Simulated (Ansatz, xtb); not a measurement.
## ClGeH7Si2: where a starting geometry ends

The starting geometry of this gas-phase singlet has its atoms placed at random.

```yaml
atoms:
  - { symbol: Cl, position_ang: [-1.8972, -0.1816, -1.0180] }
  - { symbol: Ge, position_ang: [0.8023, 1.4255, -1.7658] }
  - { symbol: Si, position_ang: [-0.1333, -0.8925, -0.4806] }
  - { symbol: Si, position_ang: [-1.3417, 0.6433, 1.5835] }
  - { symbol: H, position_ang: [-0.0432, 2.4710, -0.5406] }
  - { symbol: H, position_ang: [0.1832, -0.1764, 1.4900] }
  - { symbol: H, position_ang: [-1.6671, 1.6419, 0.2503] }
  - { symbol: H, position_ang: [-2.1542, -0.9166, 0.7983] }
  - { symbol: H, position_ang: [1.2078, -1.5454, 0.2273] }
  - { symbol: H, position_ang: [-1.0347, -1.3894, -2.0168] }
  - { symbol: H, position_ang: [0.7574, -0.2476, 0.6407] }
```

Question: One run relaxed it with r2SCAN-D4/def2-SVP. What is a likely outcome?

Answer: It falls apart into ClGeH3Si + H4Si. Distances that change by over a tenth: Cl1–Ge2 (3.23 → 2.66 Å), Cl1–Si3 (1.98 → 2.19 Å), Ge2–H5 (1.82 → 1.59 Å), Si4–H6 (1.73 → 1.49 Å), Si4–H7 (1.70 → 1.49 Å). Contacts that open: Si3–H11 (1.57 → 3.52 Å). Contacts that close: Ge2–Si3 (2.81 → 2.41 Å), Si3–H10 (1.85 → 1.49 Å), Si4–H8 (1.93 → 1.49 Å), Si4–H11 (2.47 → 1.49 Å).

The energy falls by 12.22 eV over 24 steps:

```csv
step,E − E(last) (eV)
1,12.217
4,4.957
6,3.405
9,2.090
11,0.787
14,0.083
16,0.039
19,0.006
21,0.000
24,0.000
```

Final geometry (Å):

```xyz
11

Cl   -1.7116    0.0968   -1.5233
Ge    0.3506    1.2947   -2.7032
Si    0.1534   -0.9743   -1.9252
Si   -1.0603    0.4817    1.9909
H     0.8572    1.6528   -1.2359
H    -0.7469    0.6075    3.4453
H    -2.0174    1.5556    1.6005
H    -1.6669   -0.8573    1.7387
H     0.5665   -1.5437   -0.6082
H    -0.2467   -2.1010   -2.8189
H     0.2015    0.6195    1.2077
```

From the same start GFN2-xTB ends elsewhere, differing in Cl1–Si3 (3.57 against 2.19 Å here), Cl1–Si4 (2.05 against 3.59 Å here), Si3–H11 (1.48 against 3.52 Å here), Si4–H11 (3.35 against 1.49 Å here).

From so rough a start the end depends on the optimiser's path, so another program may land elsewhere. The end wasn't checked by frequencies. Run with Ansatz 0.2.0, 65 s on 2 threads of Intel(R) Xeon(R) Platinum 8375C CPU @ 2.90GHz (Ice Lake), on a shared host.
